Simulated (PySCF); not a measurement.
NMR data simulated for an unnamed compound:

¹H NMR (300 MHz, computed): δ 3.77 (t, 2H), 1.44 (m, 2H), 0.10 (s, 9H).

¹³C{¹H} NMR (computed): δ 60.5 (CH2), 19.8 (CH2), -1.4 (CH3).

PySCF 2.14 calculation with geometry: PBE0-D3(BJ)/def2-SVP and σ from GIAO-KT2/pcSseg-1; rapidly exchanging positions averaged, relativity neglected, a single conformation, in vacuum.

Referencing at the same level of theory: ¹H (σref 31.18), ¹³C (σref 183.22) against TMS.

**Question.** Which of these does the molecule contain: a CF3 group, an amide, a Si–H bond, a Si–CH3 group?

**Answer.** 
- A CF3 group: no.
- An amide: no.
- A Si–H bond: no.
- A Si–CH3 group: yes (δC -1.4; δH 0.10 (s)).

The data belong to `C[Si](C)(C)OCCB(F)F`, C5H13BF2OSi; they needn't prove each group on their own.

Carbon signals by region: 1 at 50–100 ppm, 2 below 50 ppm.

A carbon bonded to boron is broadened by the quadrupolar boron nucleus and is often missing from a measured spectrum. Splittings by ¹⁹F in the carbon and heteronuclear signals aren't shown, as no couplings were computed. Shifts are as computed. Against solution values, carbons near 30 ppm lie about +2 ppm off and those near 130 ppm about -5 ppm. Of 1309 compounds with measured shifts, 239 miss one by over three times the rms of a fit or turn the order of signals round; such compounds aren't used in these exercises. No couplings were computed; multiplicities are counted from neighbouring protons, with m where these are inequivalent, close in shift, in a saturated or five-membered ring or joined by F or P, and br s for small geminal =CH2 splittings.
